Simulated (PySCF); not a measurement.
SMILES BCC(F)(F)F (C2H4BF3) (CAM-B3LYP/def2-SVP optimised geometry):

```
10

B     -1.374    -0.553    -1.279
C      0.184    -0.498    -1.173
C      0.749     0.250     0.000
F      2.089     0.250     0.000
F      0.355     1.530     0.000
F      0.355    -0.289     1.161
H     -2.089    -0.026    -0.467
H     -1.865    -1.143    -2.207
H      0.585    -0.057    -2.102
H      0.576    -1.530    -1.161
```

Calculation: CAM-B3LYP/def2-TZVP (PySCF 2.14.0).

Question: What are the frontier orbital energies and the dipole moment?

Answer: HOMO-2 -12.87 eV, HOMO-1 -11.65 eV, HOMO -11.25 eV, LUMO -0.77 eV, LUMO+1 1.71 eV; dipole moment 2.25 D.

Meta-Löwdin charges at CAM-B3LYP/def2-TZVP: B1 0.06, C2 -0.36, C3 0.80, F4 -0.28, F5 -0.28, F6 -0.28, H7 0.02, H8 0.02, H9 0.16, H10 0.16.
